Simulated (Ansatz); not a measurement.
Job for Ansatz (a program for electronic structure): U-CCSD(T)/cc-pVTZ on H6 chain, a point of a bond scan (R = 2.500 Å).

Ansatz 0.2 input:
```yaml
crystal:
  periodic: [false, false, false]
  atoms:
    - {symbol: H, position_ang: [0.00000000, 0.00000000, 0.00000000]}
    - {symbol: H, position_ang: [0.00000000, 0.00000000, 2.50000000]}
    - {symbol: H, position_ang: [0.00000000, 0.00000000, 5.00000000]}
    - {symbol: H, position_ang: [0.00000000, 0.00000000, 7.50000000]}
    - {symbol: H, position_ang: [0.00000000, 0.00000000, 10.00000000]}
    - {symbol: H, position_ang: [0.00000000, 0.00000000, 12.50000000]}
basis:
  gaussian:
    orbitals: cc-pVTZ
correlation: {method: ccsd_t, electrons: outside_noble_gas}
scf: {omitted_lower_state_checks: [cluster_reference]}
magnetization: {spin_polarized: true, initial_magnetization: 0}
```

It printed:

```
WARN ansatz: RAYON_NUM_THREADS=2 ignored (pool sized by the plan → 2); use --threads N
Functional definition: HF
these checks for a lower state are left out or cut short: cluster_reference
integrals: 0.09 GiB planned
400 factors; integrals over basis functions are off by at most 1.1e-3 eV
mean field: 0.10 GiB planned
mean field evaluation 1: about -70.7778 eV, gradient 2.5e0 eV
mean field evaluation 2: about -70.7782 eV, gradient 2.4e0 eV
mean field evaluation 4: about -71.1250 eV, gradient 6.6e-1 eV
mean field evaluation 8: about -71.1511 eV, gradient 7.0e-3 eV
mean field evaluation 16: about -71.8197 eV, gradient 4.4e0 eV
mean field evaluation 32: about -81.6481 eV, gradient 4.2e-1 eV
mean field evaluation 64: about -81.4803 eV, gradient 1.7e0 eV
mean field evaluation 96: about -74.9117 eV, gradient 1.0e1 eV
mean field evaluation 128: about -76.5787 eV, gradient 5.3e-4 eV
mean field evaluation 160: about -77.3118 eV, gradient 5.2e0 eV
mean field evaluation 192: about -81.3382 eV, gradient 3.3e-1 eV
mean field evaluation 224: about -71.1511 eV, gradient 3.5e-4 eV
mean field -81.71086440 eV, -3.0028188811 hartree, gradient 4.9e-7 eV, S^2 2.888903; 19 other end points of the search recorded, 0 dependent functions left out
reference -81.71086440 eV, -3.0028188811 hartree; 3, 3 occupied and 81, 81 virtual orbitals, 400 factors
second order -0.06063940 eV of doubles, -0.00000000 eV of singles
coupled cluster: 0.26 GiB planned
cycle   1  -0.07804413 eV  change   -1.7e-2 eV  update   1.7e-2
cycle   2  -0.09828218 eV  change   -2.0e-2 eV  update   1.1e-2
cycle   3  -0.10273531 eV  change   -4.5e-3 eV  update   7.1e-3
cycle   4  -0.10518733 eV  change   -2.5e-3 eV  update   6.5e-3
cycle   5  -0.11861080 eV  change   -1.3e-2 eV  update   6.4e-3
cycle   6  -0.19016426 eV  change   -7.2e-2 eV  update   6.0e-3
cycle   7  -0.23531561 eV  change   -4.5e-2 eV  update   4.1e-3
cycle   8  -0.26813627 eV  change   -3.3e-2 eV  update   2.4e-3
cycle   9  -0.25780856 eV  change    1.0e-2 eV  update   2.0e-3
cycle  10  -0.26400612 eV  change   -6.2e-3 eV  update   1.7e-3
cycle  11  -0.26128319 eV  change    2.7e-3 eV  update   1.6e-3
cycle  12  -0.26416039 eV  change   -2.9e-3 eV  update   1.6e-3
cycle  13  -0.26882435 eV  change   -4.7e-3 eV  update   1.5e-3
cycle  14  -0.27672664 eV  change   -7.9e-3 eV  update   1.2e-3
cycle  15  -0.28118842 eV  change   -4.5e-3 eV  update   7.0e-4
cycle  16  -0.28158357 eV  change   -4.0e-4 eV  update   4.6e-4
cycle  17  -0.28204743 eV  change   -4.6e-4 eV  update   4.5e-4
cycle  18  -0.28258247 eV  change   -5.4e-4 eV  update   4.2e-4
cycle  19  -0.28252943 eV  change    5.3e-5 eV  update   3.4e-4
cycle  20  -0.28314134 eV  change   -6.1e-4 eV  update   2.0e-4
cycle  21  -0.28337631 eV  change   -2.3e-4 eV  update   1.0e-4
cycle  22  -0.28337762 eV  change   -1.3e-6 eV  update   8.8e-5
cycle  23  -0.28330855 eV  change    6.9e-5 eV  update   8.5e-5
cycle  24  -0.28308915 eV  change    2.2e-4 eV  update   8.2e-5
cycle  25  -0.28287859 eV  change    2.1e-4 eV  update   7.5e-5
cycle  26  -0.28280118 eV  change    7.7e-5 eV  update   6.6e-5
cycle  27  -0.28284384 eV  change   -4.3e-5 eV  update   6.1e-5
cycle  28  -0.28305714 eV  change   -2.1e-4 eV  update   5.3e-5
cycle  29  -0.28331756 eV  change   -2.6e-4 eV  update   4.2e-5
cycle  30  -0.28347604 eV  change   -1.6e-4 eV  update   3.3e-5
cycle  31  -0.28352968 eV  change   -5.4e-5 eV  update   3.0e-5
cycle  32  -0.28354730 eV  change   -1.8e-5 eV  update   2.8e-5
cycle  33  -0.28352225 eV  change    2.5e-5 eV  update   2.6e-5
cycle  34  -0.28347907 eV  change    4.3e-5 eV  update   2.0e-5
cycle  35  -0.28345932 eV  change    2.0e-5 eV  update   1.4e-5
cycle  36  -0.28345564 eV  change    3.7e-6 eV  update   1.2e-5
cycle  37  -0.28345678 eV  change   -1.1e-6 eV  update   1.2e-5
cycle  38  -0.28346366 eV  change   -6.9e-6 eV  update   1.1e-5
cycle  39  -0.28347896 eV  change   -1.5e-5 eV  update   1.0e-5
cycle  40  -0.28348494 eV  change   -6.0e-6 eV  update   8.3e-6
cycle  41  -0.28348527 eV  change   -3.3e-7 eV  update   7.7e-6
cycle  42  -0.28348204 eV  change    3.2e-6 eV  update   7.4e-6
cycle  43  -0.28347147 eV  change    1.1e-5 eV  update   7.0e-6
cycle  44  -0.28345740 eV  change    1.4e-5 eV  update   6.0e-6
cycle  45  -0.28344761 eV  change    9.8e-6 eV  update   5.0e-6
cycle  46  -0.28344537 eV  change    2.2e-6 eV  update   4.4e-6
cycle  47  -0.28344545 eV  change   -8.1e-8 eV  update   4.0e-6
cycle  48  -0.28344724 eV  change   -1.8e-6 eV  update   3.5e-6
cycle  49  -0.28344863 eV  change   -1.4e-6 eV  update   2.7e-6
cycle  50  -0.28344851 eV  change    1.2e-7 eV  update   1.8e-6
cycle  51  -0.28344793 eV  change    5.8e-7 eV  update   1.6e-6
cycle  52  -0.28344769 eV  change    2.4e-7 eV  update   1.6e-6
cycle  53  -0.28344646 eV  change    1.2e-6 eV  update   1.6e-6
cycle  54  -0.28344483 eV  change    1.6e-6 eV  update   1.5e-6
cycle  55  -0.28344378 eV  change    1.0e-6 eV  update   1.5e-6
cycle  56  -0.28344274 eV  change    1.0e-6 eV  update   1.5e-6
cycle  57  -0.28344202 eV  change    7.2e-7 eV  update   1.4e-6
cycle  58  -0.28344163 eV  change    3.9e-7 eV  update   1.4e-6
cycle  59  -0.28344151 eV  change    1.2e-7 eV  update   1.4e-6
cycle  60  -0.28344121 eV  change    3.0e-7 eV  update   1.4e-6
cycle  61  -0.28344089 eV  change    3.1e-7 eV  update   1.4e-6
cycle  62  -0.28344068 eV  change    2.2e-7 eV  update   1.3e-6
cycle  63  -0.28343884 eV  change    1.8e-6 eV  update   1.3e-6
cycle  64  -0.28343806 eV  change    7.8e-7 eV  update   1.3e-6
cycle  65  -0.28343752 eV  change    5.5e-7 eV  update   1.2e-6
cycle  66  -0.28343675 eV  change    7.6e-7 eV  update   1.2e-6
cycle  67  -0.28343628 eV  change    4.7e-7 eV  update   1.1e-6
cycle  68  -0.28343572 eV  change    5.6e-7 eV  update   1.1e-6
cycle  69  -0.28343531 eV  change    4.1e-7 eV  update   1.0e-6
cycle  70  -0.28343513 eV  change    1.8e-7 eV  update   1.0e-6
cycle  71  -0.28343435 eV  change    7.7e-7 eV  update   9.6e-7
cycle  72  -0.28343431 eV  change    4.0e-8 eV  update   9.6e-7
cycle  73  -0.28343416 eV  change    1.6e-7 eV  update   9.4e-7
cycle  74  -0.28343434 eV  change   -1.8e-7 eV  update   9.4e-7
cycle  75  -0.28343416 eV  change    1.8e-7 eV  update   9.4e-7
cycle  76  -0.28343426 eV  change   -1.0e-7 eV  update   9.4e-7
cycle  77  -0.28343424 eV  change    1.8e-8 eV  update   9.3e-7
cycle  78  -0.28343421 eV  change    3.4e-8 eV  update   9.3e-7
cycle  79  -0.28343447 eV  change   -2.7e-7 eV  update   9.4e-7
cycle  80  -0.28343438 eV  change    9.5e-8 eV  update   9.3e-7
cycle  81  -0.28343450 eV  change   -1.2e-7 eV  update   9.3e-7
cycle  82  -0.28343441 eV  change    9.2e-8 eV  update   9.2e-7
cycle  83  -0.28343414 eV  change    2.7e-7 eV  update   9.2e-7
cycle  84  -0.28343381 eV  change    3.3e-7 eV  update   9.0e-7
cycle  85  -0.28343321 eV  change    6.0e-7 eV  update   8.8e-7
cycle  86  -0.28343230 eV  change    9.2e-7 eV  update   8.6e-7
cycle  87  -0.28343007 eV  change    2.2e-6 eV  update   8.1e-7
cycle  88  -0.28342570 eV  change    4.4e-6 eV  update   7.3e-7
cycle  89  -0.28342216 eV  change    3.5e-6 eV  update   5.8e-7
cycle  90  -0.28341882 eV  change    3.3e-6 eV  update   4.3e-7
cycle  91  -0.28341755 eV  change    1.3e-6 eV  update   2.8e-7
coupled cluster: 0.26 GiB planned
perturbative correction -0.00555149 eV, -0.0002040134 hartree
Total energy: -81.99983344 eV, -3.0134382974 hartree
Checks for a lower state left out: cluster_reference
```

The run converged. Its determinant has ⟨S²⟩ = 2.89, a mixture of spin states.

Cost: around 15 core-seconds (rough).
